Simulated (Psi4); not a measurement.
C$_{3}$H$_{10}$OSi, charge +1, doublet, geometry from GFN2-xTB (a state made from the parent by changing its charge; the spin is typed, not shown lowest); TPSS/6-31G (Psi4 1.11).

Input for Psi4:
```
memory 2 GB

molecule {
1 2
C     0.12889758    1.18880650   -1.44614808
Si   -0.12128230   -0.04285618    0.07100185
C    -0.86774393   -1.71675106   -0.33427049
C     1.81789469   -0.06613829    0.44863815
O    -0.95247691    0.62466483    1.25598572
H     0.69492992    0.70480773   -2.23158844
H     0.61870642    2.10594442   -1.14008169
H    -0.88328772    1.39366557   -1.77930953
H    -0.87921819   -2.36722949    0.53889432
H    -0.32671874   -2.23448098   -1.12289636
H    -1.90354716   -1.61899548   -0.65577031
H     2.35275218   -0.51625197   -0.37736860
H     2.19222867    0.93155161    0.64477867
H     1.89521572   -0.68415158    1.33664902
H    -0.91758359    1.45230531    1.73546366
no_reorient
}

set {
  basis 6-31g
  reference uks
}

energy('tpss')
print_variables()
```

Question: Write the output that Psi4 gives for this input, abridged.

Answer: 
```
   => Loading Basis Set <=

    Name: 6-31G
    Role: ORBITAL
    Keyword: BASIS

         ---------------------------------------------------------
                                   SCF
               by Justin Turney, Rob Parrish, Andy Simmonett
                          and Daniel G. A. Smith
                              UKS Reference
         ---------------------------------------------------------

  ==> Geometry <==

    Molecular point group: c1
    Full point group: C1

    Geometry (in Angstrom), charge = 1, multiplicity = 2:

       Center              X                  Y                   Z               Mass
    ------------   -----------------  -----------------  -----------------  -----------------
         C            0.160142245167     1.179654589223    -1.479677503227    12.000000000000
         SI          -0.090037634833    -0.052008090777     0.037472426773    27.976926534650
         C           -0.836499264833    -1.725902970777    -0.367799913227    12.000000000000
         C            1.849139355167    -0.075290200777     0.415108726773    12.000000000000
         O           -0.921232244833     0.615512919223     1.222456296773    15.994914619570
         H            0.726174585167     0.695655819223    -2.265117863227     1.007825032230
         H            0.649951085167     2.096792509223    -1.173611113227     1.007825032230
         H           -0.852043054833     1.384513659223    -1.812838953227     1.007825032230
         H           -0.847973524833    -2.376381400777     0.505364896773     1.007825032230
         H           -0.295474074833    -2.243632890777    -1.156425783227     1.007825032230
         H           -1.872302494833    -1.628147390777    -0.689299733227     1.007825032230
         H            2.383996845167    -0.525403880777    -0.410898023227     1.007825032230
         H            2.223473335167     0.922399699223     0.611249246773     1.007825032230
         H            1.926460385167    -0.693303490777     1.303119596773     1.007825032230
         H           -0.886338924833     1.443153399223     1.701934236773     1.007825032230

  Running in c1 symmetry.

  Rotational constants: A =      0.12095  B =      0.10090  C =      0.09883 [cm^-1]
  Rotational constants: A =   3625.93790  B =   3024.99949  C =   2962.92995 [MHz]
  Nuclear repulsion =  248.879260864414306

  Charge       = 1
  Multiplicity = 2
  Electrons    = 49
  Nalpha       = 25
  Nbeta        = 24

  ==> Algorithm <==

[...]
      Ntotal   =   48.9999329783 ; deviation = -6.702e-05

   @Spin Contamination Metric:   4.262278668E-03
   @S^2 Expected:                7.500000000E-01
   @S^2 Observed:                7.542622787E-01
   @S   Expected:                5.000000000E-01
   @S   Observed:                5.000000000E-01

    Orbital Energies [Eh]
    ---------------------

    Alpha Occupied:

[...]
      25A     -0.465052

    Alpha Virtual:

[...]
    Beta Occupied:

[...]
    Beta Virtual:

[...]
    Final Occupation by Irrep:
              A
    DOCC [    24 ]
    SOCC [     1 ]
    NA   [    25 ]
    NB   [    24 ]

  @DF-UKS Final Energy:  -484.73315479685061

   => Energetics <=

    Nuclear Repulsion Energy =            248.8792608644143058
    One-Electron Energy =               -1148.4183570013090048
    Two-Electron Energy =                 464.1585996927888118
    DFT Exchange-Correlation Energy =     -49.3526583527446689
    Empirical Dispersion Energy =           0.0000000000000000
    VV10 Nonlocal Energy =                  0.0000000000000000
    Total Energy =                       -484.7331547968506129

  UHF NO Occupations:
  HONO-2 :   23  A 1.9995498
  HONO-1 :   24  A 1.9986274
  HONO-0 :   25  A 1.0000000
  LUNO+0 :   26  A 0.0013726
  LUNO+1 :   27  A 0.0004502
  LUNO+2 :   28  A 0.0000831
  LUNO+3 :   29  A 0.0000713

Computation Completed

Properties will be evaluated at   0.000000,   0.000000,   0.000000 [a0]

Properties computed using the SCF density matrix

 Multipole Moments:

 ------------------------------------------------------------------------------------
     Multipole            Electronic (a.u.)      Nuclear  (a.u.)        Total (a.u.)
 ------------------------------------------------------------------------------------

 L = 1.  Multiply by 2.5417464519 to convert [e a0] to [Debye]
 Dipole X            :         -2.2098228            2.9521931            0.7423703
 Dipole Y            :          1.5331410           -0.8647299            0.6684110
 Dipole Z            :          2.9377392           -3.1680716           -0.2303324
 Magnitude           :                                                    1.0251536

 ------------------------------------------------------------------------------------

  Variable Map:
  ----------------------------------------------------------------------------
[...]
  Array Variable Map:
  ----------------------------------------------------------------------------
[...]
[...]
```
